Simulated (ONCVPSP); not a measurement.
# Reading a pseudo-wave (S (Z = 16))

Columns: radius, all-electron u(r) and pseudo u(r) of the 3s shell (level -27.62 eV) of sulfur in the configuration [Ne] 3s2 3p3; revPBE, scalar-relativistic, ONCV scheme, ONCVPSP 4.0.1.

```json
{"r (bohr)": "0.072", "all-electron": "0.1951", "pseudo": "0.0086"}
{"r (bohr)": "0.145", "all-electron": "-0.0633", "pseudo": "0.0207"}
{"r (bohr)": "0.217", "all-electron": "-0.2960", "pseudo": "0.0388"}
{"r (bohr)": "0.290", "all-electron": "-0.4083", "pseudo": "0.0658"}
{"r (bohr)": "0.362", "all-electron": "-0.4060", "pseudo": "0.1023"}
{"r (bohr)": "0.435", "all-electron": "-0.3226", "pseudo": "0.1497"}
{"r (bohr)": "0.507", "all-electron": "-0.1937", "pseudo": "0.2062"}
{"r (bohr)": "0.580", "all-electron": "-0.0410", "pseudo": "0.2723"}
{"r (bohr)": "0.652", "all-electron": "0.1136", "pseudo": "0.3442"}
{"r (bohr)": "0.725", "all-electron": "0.2629", "pseudo": "0.4214"}
{"r (bohr)": "0.798", "all-electron": "0.3982", "pseudo": "0.5000"}
{"r (bohr)": "0.870", "all-electron": "0.5143", "pseudo": "0.5757"}
{"r (bohr)": "0.942", "all-electron": "0.6123", "pseudo": "0.6467"}
{"r (bohr)": "1.015", "all-electron": "0.6935", "pseudo": "0.7108"}
{"r (bohr)": "1.088", "all-electron": "0.7572", "pseudo": "0.7648"}
{"r (bohr)": "1.160", "all-electron": "0.8038", "pseudo": "0.8067"}
{"r (bohr)": "1.232", "all-electron": "0.8358", "pseudo": "0.8366"}
{"r (bohr)": "1.305", "all-electron": "0.8550", "pseudo": "0.8551"}
{"r (bohr)": "1.378", "all-electron": "0.8626", "pseudo": "0.8626"}
{"r (bohr)": "1.450", "all-electron": "0.8604", "pseudo": "0.8604"}
{"r (bohr)": "1.522", "all-electron": "0.8501", "pseudo": "0.8501"}
{"r (bohr)": "1.595", "all-electron": "0.8330", "pseudo": "0.8330"}
{"r (bohr)": "1.668", "all-electron": "0.8104", "pseudo": "0.8104"}
{"r (bohr)": "1.740", "all-electron": "0.7840", "pseudo": "0.7840"}
{"r (bohr)": "1.812", "all-electron": "0.7544", "pseudo": "0.7544"}
{"r (bohr)": "1.885", "all-electron": "0.7222", "pseudo": "0.7222"}
```

Question: How many radial nodes do the two functions have?

Answer: The all-electron 3s function has n − l − 1 = 2; the pseudo-wave has 0, since the states of the same l below it are removed with the core.

Question: At about which radius was the pseudo-wave matched?

Answer: 1.45 bohr. The columns agree to 0.0005 from 1.30 bohr on; several derivatives are matched, so the curves merge somewhat inside the radius.

Question: Is the pseudo-wave norm-conserving?

Answer: Yes: the ONCV scheme keeps the norm inside the radius equal to the all-electron one, which fixes the energy derivative of the logarithmic derivative at the level.
